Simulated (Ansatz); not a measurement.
Input file for Ansatz (a quantum-chemistry and plane-wave program): R-PBE/def2-TZVPPD on HF (SMILES F). Files ending in .json are basis or fitting sets from the Basis Set Exchange.

Ansatz 0.2 input:
```yaml
crystal:
  periodic: [false, false, false]
  atoms:
    - {symbol: F, position_ang: [1.01145503, -1.02785651, 0.18953647]}
    - {symbol: H, position_ang: [0.84095398, -0.83434389, 1.09638411]}
basis:
  gaussian:
    orbitals: def2-TZVPPD.json
hamiltonian:
  xc: {name: PBE}
scf: {lower_state_search: off}
```

Problem. Give the final energy of this run.

Solution. -100.3965 hartree.
